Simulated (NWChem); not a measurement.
Species: C$_{2}$HBCl$_{2}$; SMILES C#CB(Cl)Cl

Program: NWChem. Pople sets run with spherical d functions. Geometry: optimised at PBE0/def2-SVP. Total energies compare along this basis series because the functional is fixed.

```json
[
 {"level": "Hartree-Fock/STO-3G", "basis functions": "34", "energy (Ha)": "-1008.9274", "highest occupied level (eV)": "-10.05", "orbital gap (eV)": "14.05", "dipole (D)": "2.62"},
 {"level": "Hartree-Fock/3-21G", "basis functions": "55", "energy (Ha)": "-1015.0552", "highest occupied level (eV)": "-11.68", "orbital gap (eV)": "12.77", "dipole (D)": "2.90"},
 {"level": "Hartree-Fock/6-31G*", "basis functions": "80", "energy (Ha)": "-1019.9926", "highest occupied level (eV)": "-11.28", "orbital gap (eV)": "12.75", "dipole (D)": "2.26"},
 {"level": "Hartree-Fock/6-31+G*", "basis functions": "100", "energy (Ha)": "-1019.9984", "highest occupied level (eV)": "-11.44", "orbital gap (eV)": "12.57", "dipole (D)": "2.17"},
 {"level": "Hartree-Fock/6-311G**", "basis functions": "112", "energy (Ha)": "-1020.0695", "highest occupied level (eV)": "-11.45", "orbital gap (eV)": "12.70", "dipole (D)": "2.23"}
]
```
